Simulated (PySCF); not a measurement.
# Correlation energy of Ge⁺ (germanium, charge +1)

[Ar] 3d10 4s1 4p1 5s1, high-spin 4P determinant (an excited configuration). All numbers are calculated (PySCF 2.14, a scalar-relativistic core potential, in aug-cc-pVTZ-PP with one added diffuse shell each of s, d, f type with ECP10MDF (7s5p5d3f, 68 functions)). Frozen: 3s2 3p6 3d10; 3 electrons correlated.

MP2 pair energies summed by pair of shells (mhartree):

| pair | energy | share (%) |
| --- | --- | --- |
| 4p-5s | -2.88 | 37.8 |
| 4s-4p | -2.48 | 32.6 |
| 4s-5s | -2.25 | 29.6 |

Total MP2 correlation energy: -7.62 mhartree.

Same-spin part -7.62 and opposite-spin part 0.00 mhartree; SCS-MP2 scales them by 1/3 and 6/5 to -2.54 mhartree.
